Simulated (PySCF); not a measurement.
Ni(CO) (CNiO), SMILES [O+]#[C-]->[Ni], multiplicity 1. Atoms are numbered in the order given.

```xyz
3

Ni     0.0000     0.0000     0.7741
O      0.0000     0.0000    -2.0393
C      0.0000     0.0000    -0.8933
```

Geometry: PBE0-D3(BJ)/def2-TZVP. The spin state was assumed, not searched.

Method: TDDFT-PBE/def2-TZVPD (PySCF 2.14.0).

Vertical excitations; the highest root listed may be one member of a degenerate set.  State labels are in the subgroup C2v.

Computed UV-visible absorptions:
| state | symmetry | energy (eV) | λ (nm) | f | main pairs |
|---|---|---|---|---|---|
| S1 | A1 | 1.51 | 819 | 0.000 | HOMO→LUMO (degenerate set) |
| S2 | A2 | 1.51 | 819 | 0.000 | HOMO−1→LUMO (degenerate set) |
| S3 | A1 | 2.34 | 530 | 0.035 | HOMO−2→LUMO 99 % |
| S4 | B2 | 2.42 | 512 | 0.000 | HOMO→LUMO+2, HOMO−1→LUMO+1 (degenerate set) |
| S5 | B1 | 2.42 | 512 | 0.000 | HOMO→LUMO+1, HOMO−1→LUMO+2 (degenerate set) |
| S6 | B2 | 2.53 | 491 | 0.000 | HOMO−3→LUMO, HOMO−1→LUMO+1, HOMO→LUMO+2 (degenerate set) |
| S7 | B1 | 2.53 | 491 | 0.000 | HOMO−4→LUMO, HOMO−1→LUMO+2, HOMO→LUMO+1 (degenerate set) |
| S8 | B1 | 2.79 | 445 | 0.002 | HOMO−1→LUMO+2, HOMO→LUMO+1, HOMO−4→LUMO, HOMO−2→LUMO+1 (degenerate set) |
| S9 | B2 | 2.79 | 445 | 0.002 | HOMO−1→LUMO+1, HOMO→LUMO+2, HOMO−3→LUMO, HOMO−2→LUMO+2 (degenerate set) |
| S10 | B2 | 3.33 | 372 | 0.075 | HOMO−2→LUMO+2 90 % |
| T1 | A1 | 1.18 | 1047 | 0 | HOMO→LUMO (degenerate set) |
| T2 | A2 | 1.18 | 1047 | 0 | HOMO−1→LUMO (degenerate set) |
| T3 | A1 | 1.56 | 793 | 0 | HOMO−2→LUMO 100 % |
| T4 | B2 | 2.20 | 563 | 0 | HOMO→LUMO+2 34 %, HOMO−1→LUMO+1 34 %, HOMO−3→LUMO 28 % |
Triplets are in the Tamm–Dancoff approximation, which puts them higher than full response would, so one can lie above its singlet here.
